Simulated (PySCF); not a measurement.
**Br³⁺ (bromine, charge +3): UHF calculation**

Configuration: [Ar] 3d10 4s2 4p2, high-spin 3P determinant. Calculation: PySCF 2.14, in aug-cc-pVDZ-PP with ECP10MDF; a scalar-relativistic core potential.

- Total energy: -413.066553 hartree
- One-electron energy: -696.0066 hartree
- Hartree (Coulomb) energy: 311.7970 hartree
- Exchange energy: -28.8569 hartree
- ⟨S²⟩: 2.0062
- ⟨L²⟩: 2.018
- Sum of ⟨r⟩: 16.99 bohr
- Sum of ⟨r²⟩: 19.75 bohr²
- Traceless quadrupole moment −½Σ⟨3z² − r²⟩ along its main axis: 1.44 e·bohr²

```json
{"shell": "3s α", "electrons": "1", "mean orbital energy (hartree)": "-11.28407", "spread (hartree)": "0", "rms radius, mean of both spins (bohr)": "0.589"}
{"shell": "3s β", "electrons": "1", "mean orbital energy (hartree)": "-11.25862", "spread (hartree)": "0", "rms radius, mean of both spins (bohr)": "0.589"}
{"shell": "3p α", "electrons": "3", "mean orbital energy (hartree)": "-9.02787", "spread (hartree)": "0.00002", "rms radius, mean of both spins (bohr)": "0.609"}
{"shell": "3p β", "electrons": "3", "mean orbital energy (hartree)": "-8.99907", "spread (hartree)": "0.03385", "rms radius, mean of both spins (bohr)": "0.609"}
{"shell": "3d α", "electrons": "5", "mean orbital energy (hartree)": "-4.57598", "spread (hartree)": "0.01613", "rms radius, mean of both spins (bohr)": "0.640"}
{"shell": "3d β", "electrons": "5", "mean orbital energy (hartree)": "-4.55713", "spread (hartree)": "0.03233", "rms radius, mean of both spins (bohr)": "0.640"}
{"shell": "4s α", "electrons": "1", "mean orbital energy (hartree)": "-2.32901", "spread (hartree)": "0", "rms radius, mean of both spins (bohr)": "1.67"}
{"shell": "4s β", "electrons": "1", "mean orbital energy (hartree)": "-2.08301", "spread (hartree)": "0", "rms radius, mean of both spins (bohr)": "1.67"}
{"shell": "4p α", "electrons": "2", "mean orbital energy (hartree)": "-1.71270", "spread (hartree)": "0", "rms radius, mean of both spins (bohr)": "1.89"}
```

Energies and moments cover only the electrons outside the core potential.
